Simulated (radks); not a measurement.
Effect of the nuclear size on neutral thulium, [Xe] 4f13 6s2. Calculated with a radial shooting solver on a logarithmic mesh with Libxc functionals: Dirac Kohn-Sham, BLYP, spin-unpolarised, spherical densities, finite nucleus; open shells fill j = l - 1/2 first; Fermi nuclear charge, rms radius 5.2256 fm. The rms radius is varied about that value; shifts are against it.

\begin{tabular}{lrrrrrrrrr}
rms radius (fm) & total energy shift (eV) & density at nucleus (e/bohr^3) & 1s1/2 shift (meV) & 2s1/2 shift (meV) & 4p1/2 shift (meV) & 5s1/2 shift (meV) & 5p1/2 shift (meV) & 6s1/2 shift (meV) & 4f7/2 shift (meV) \\ \hline
4.4365 & -9.85 & 9.977e+05 & -4030 & -542 & 0.221 & -4.13 & 0.397 & -0.161 & 0.698 \\
4.7762 & -5.75 & 9.759e+05 & -2350 & -316 & 0.129 & -2.41 & 0.232 & -0.094 & 0.407 \\
5.2256 & 0 & 9.5e+05 & 0.000 & 0.000 & 0.000 & 0.000 & 0.000 & 0.000 & 0.000 \\
5.7482 & 7.13 & 9.233e+05 & 2920 & 393 & -0.158 & 2.99 & -0.287 & 0.116 & -0.505 \\
6.2132 & 13.9 & 9.021e+05 & 5670 & 764 & -0.306 & 5.82 & -0.559 & 0.227 & -0.983 \\
\end{tabular}

Slopes of the eigenvalues against <r^2> in GHz/fm^2, as finite differences over the two radii next to the reference (eigenvalue slopes, not the field-shift constants of lines): 1s1/2 124000, 2s1/2 16800, 4p1/2 -6.78, 5s1/2 128, 5p1/2 -12.3, 6s1/2 4.97, 4f7/2 -21.6.
